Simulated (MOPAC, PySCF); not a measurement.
[Mo(OH)4(NH2)2], neutral singlet in the gas phase. 

Z-matrix (Å, degrees):
```
Mo
O 1 1.9069
H 2 0.9786 1 112.27
O 1 1.9276 2 91.06 3 -174.16
H 4 0.9762 1 115.20 2 79.83
O 1 1.9429 2 155.01 3 36.90
H 6 0.9764 1 112.92 2 35.95
O 1 1.9642 2 78.22 3 -13.56
H 8 0.9768 1 109.22 2 170.72
N 1 1.9900 2 87.29 3 97.88
H 10 1.0248 1 125.31 2 165.69
H 10 1.0256 11 109.46 7 -165.00
N 1 1.9915 2 109.72 3 -93.65
H 13 1.0245 1 119.32 2 87.99
H 13 1.0248 14 109.82 8 -163.69
```
Charge 0, multiplicity 1.

All levels are single points at this geometry (TPSS-D3(BJ)/def2-SVP); Pople sets use spherical d functions. Orbital energies aren't observables, and empty levels follow the basis.

| level | HOMO (eV) | LUMO (eV) | gap (eV) | dipole (D) | vertical IE, Delta-SCF (eV) |
|---|---|---|---|---|---|
| PBE-D3(BJ)/def2-TZVP in PySCF | -6.10 | -3.53 | 2.58 | 1.36 | – |
| TPSSh-D3(BJ)/def2-TZVP in PySCF | -6.73 | -3.27 | 3.46 | 1.40 | – |
| B3LYP/6-311+G** (LANL2DZ on Mo) in PySCF | -7.45 | -3.60 | 3.84 | 1.49 | – |
| B3LYP/6-31G* (LANL2DZ on Mo) in PySCF | -6.96 | -3.01 | 3.95 | 1.54 | 8.94 |
| B3LYP/LANL2DZ in PySCF | -7.21 | -3.36 | 3.85 | 1.81 | – |
| BP86/6-31G* (LANL2DZ on Mo) in PySCF | -5.86 | -3.43 | 2.44 | 1.49 | – |
| M06-2X/6-31G* (LANL2DZ on Mo) in PySCF | -8.66 | -2.15 | 6.51 | 1.61 | – |
| PBE/6-31G* (LANL2DZ on Mo) in PySCF | -5.76 | -3.32 | 2.44 | 1.48 | – |
| SVWN5/6-31G* (LANL2DZ on Mo) in PySCF | -5.90 | -3.44 | 2.46 | 1.54 | – |
| HF/6-31G* (LANL2DZ on Mo) in PySCF | -10.79 | -0.06 | 10.74 | 1.75 | – |
| AM1 in MOPAC | -10.63 | -1.31 | 9.32 | 1.46 | – |
| PM6 in MOPAC | -9.41 | 0.72 | 10.13 | 1.70 | – |
| PM7 in MOPAC | -9.84 | 0.58 | 10.42 | 1.79 | – |
